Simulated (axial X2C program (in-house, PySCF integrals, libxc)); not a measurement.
## What spin–orbit coupling does to CaF⁺

Calculated with an axial X2C code built on PySCF integrals. Spin-free means the one-electron spin-free X2C Hamiltonian; two-component (2c) means X2C with spin–orbit coupling and atomic mean-field two-electron Coulomb and Gaunt terms, so the difference of the two also holds small scalar two-electron terms. Basis: Ca dyall-cv3z [11s12p6d4f], F dyall-av3z [7s6p3d2f] (cores contracted in-house); Gaussian nuclei, density fitting, unrestricted open shells. Masses: Ca 39.963 u, F 18.998 u.

Spin-free state: M_S = 0, Λ = 0 (closed shell); fragments Ca+ + F.

```csv
level,Re (Å),ωe (cm⁻¹),De (eV),μ (D)
PBE0,1.859,700.1,5.844,-8.10
HF,1.896,684.8,3.722,-9.28
MP2,1.916,653.0,6.018,n/a
CCSD,1.912,661.3,5.566,n/a
CCSD(T),1.915,656.1,5.714,n/a
TPSSh,1.863,698.6,6.106,-7.96
```

Correlated methods: 8 electrons correlated (number of frozen shells: Ca 3 s, 2 p; F 1 s), 250 virtual spin orbitals or spinors in MP2, 86 natural virtuals in coupled cluster.

Dipoles are positive if F is the positive end and refer to the centre of mass.

Two-component determinant lowest at the distance of the search:

Ω = 0 (closed shell); fragments Ca+ + F.

| level | Re (Å) | ωe (cm⁻¹) | De (eV) | μ (D) |
| --- | --- | --- | --- | --- |
| PBE0 | 1.859 | 700.1 | 5.844 | -8.09 |
| HF | 1.896 | 684.7 | 3.710 | -9.28 |
| MP2 | 1.916 | 653.0 | 6.009 | n/a |
| CCSD | 1.913 | 661.2 | 5.555 | n/a |
| CCSD(T) | 1.916 | 656.1 | 5.697 | n/a |
| TPSSh | 1.864 | 698.6 | 6.106 | -7.96 |

Task: From the two tables, how do the constants change at the CCSD(T) level (2c against spin-free)?

Result: At the CCSD(T) level Re is unchanged within 0.001 Å and ωe is unchanged to within 0.2 cm⁻¹; De changes by -0.017 eV.

The state is a single determinant with fixed occupations, the lowest that a limited PBE0 search found. The closed shell is kept restricted, so the energy runs too high when the bond is stretched far. De is counted from the lowest determinant-based energies of the atoms at the same level, without counterpoise correction. CCSD and (T) use frozen natural virtuals with an MP2 correction for the truncation; (T) itself is uncorrected, so its De runs slightly low. The 2c atoms are single determinants rather than J levels; their spin–orbit lowering is only partly caught, and De is too large by that part. This holds for PBE0, TPSSh. Without a current term, density functionals place determinants with orbital angular momentum somewhat too high. The outer-core s and p shells of the metal are frozen in the correlated rows, which leaves out core–valence correlation; for alkali and alkaline-earth bonds that tends to lengthen them.
